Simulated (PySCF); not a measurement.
H3O3Sb. Atoms are numbered in the order given.

```xyz
7

Sb    -0.0002     0.0200     0.3816
O      1.5163    -0.9465    -0.4417
H      1.5620    -0.7928    -1.3954
O     -1.4352    -0.6972    -0.7987
H     -1.6138    -1.6365    -0.6708
O     -0.0020     1.6378    -0.7454
H     -0.5702     1.4556    -1.5090
```

Geometry: PBE0-D3(BJ)/def2-SVP. The def2 effective core potentials stand for the cores of Sb; spin–orbit coupling is left out. The values are those of a single conformer.

Level of theory: r2SCAN/def2-TZVP in PySCF.

Atomic charges (e):

| atom | Mulliken | Löwdin |
|---|---|---|
| Sb1 | ? | 0.69 |
| O2 | ? | -0.37 |
| H3 | ? | 0.14 |
| O4 | ? | -0.38 |
| H5 | ? | 0.14 |
| O6 | ? | -0.37 |
| H7 | ? | 0.15 |

### Question
Complete the blanks. (An estimate is asked for; the answer gives what the named calculation found.)

### Answer

- Sb1, Mulliken: 1.06
- O2, Mulliken: -0.66
- H3, Mulliken: 0.31
- O4, Mulliken: -0.68
- H5, Mulliken: 0.32
- O6, Mulliken: -0.67
- H7, Mulliken: 0.32
